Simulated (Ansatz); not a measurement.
This geometry of CH₃FNSi (7 atoms, charge -1, multiplicity 1) is a first-order saddle point.

Computed with RKS revPBE-D4/6-31G* (Ansatz 0.2.0).

```xyz
7
Properties=species:S:1:pos:R:3
N 0.098 0.585 -1.426
C 0.213 0.832 -0.154
Si 0.070 -0.431 1.400
F -1.545 -0.924 1.093
H -0.030 -0.448 -1.509
H 0.366 1.923 0.055
H 0.828 -1.537 0.542
```

Question: Which two structures does it join? (They come from a converged band through this point; their orientation in space is the band's.)

Answer: No bond is made or broken. The dihedral N1–C2–Si3–F4 goes from -168 to 16°.

Initial state:

```xyz
7
Properties=species:S:1:pos:R:3
N 0.819 0.749 -1.359
C -0.023 0.607 -0.367
Si 0.072 -0.523 1.216
F -1.539 -0.363 1.768
H 1.556 0.016 -1.241
H -0.851 1.362 -0.388
H -0.033 -1.849 0.372
```

Final state:

```xyz
7
Properties=species:S:1:pos:R:3
N 0.488 0.618 -1.396
C 0.085 0.790 -0.164
Si -0.868 -0.475 0.958
F -0.532 -1.853 -0.012
H 0.297 -0.387 -1.607
H 0.219 1.835 0.217
H 0.311 -0.528 2.004
```

Question: How far does it lie above each of them?

Answer: 5.5 kcal/mol above the first and 8.4 kcal/mol above the second. This is the barrier of this one path; another mechanism may lie lower. Limits of this set-up: an anion without diffuse functions, the dipole of an ion depends on the origin.

The run took 110 s on 1 CPU thread of a shared host.
